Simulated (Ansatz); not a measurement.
Pulling on the Ge1–H2 bond in GeH (multiplicity 2 held). Energies count from the point at 1.606 Å.


Restricted levels (R-, RO-) in cc, def2 and unpolarised 6-31G sets keep to the state of the molecule at rest. Unrestricted levels (U-) break spin symmetry where that is lower. Full CI gives the lowest state of the spin. Curves can end on different states.

Frozen-core correlation. Filled d and f shells under p-block atoms count as core.

The values were computed with Ansatz (a quantum-chemistry and plane-wave program) with Gaussian orbitals. Each number belongs to the level named beside it.

The comparison value is 62.09 kcal/mol (FCI/cc-pVDZ). Full CI is exact for the correlated electrons in its own basis alone.

### Question
Order these levels by the size of their error in the energy at R = 6.425 Å, against full CI in the same basis, smallest first: RO-MP2/cc-pVDZ, U-HF/cc-pVDZ, RO-HF/cc-pVDZ, U-MP2/cc-pVDZ, U-SCS-MP2/cc-pVDZ. Give each level's value less the comparison value.

### Answer
U-SCS-MP2/cc-pVDZ (-1.88 kcal/mol), U-MP2/cc-pVDZ (-4.23 kcal/mol), RO-MP2/cc-pVDZ (12.86 kcal/mol), U-HF/cc-pVDZ (-17.13 kcal/mol), RO-HF/cc-pVDZ (93.80 kcal/mol)

Doubts at one or more of the structures used: a restricted determinant that unrestricted orbitals would lower (RO-MP2/cc-pVDZ, RO-HF/cc-pVDZ); a spin-contaminated determinant (U-HF/cc-pVDZ, U-MP2/cc-pVDZ, U-SCS-MP2/cc-pVDZ).
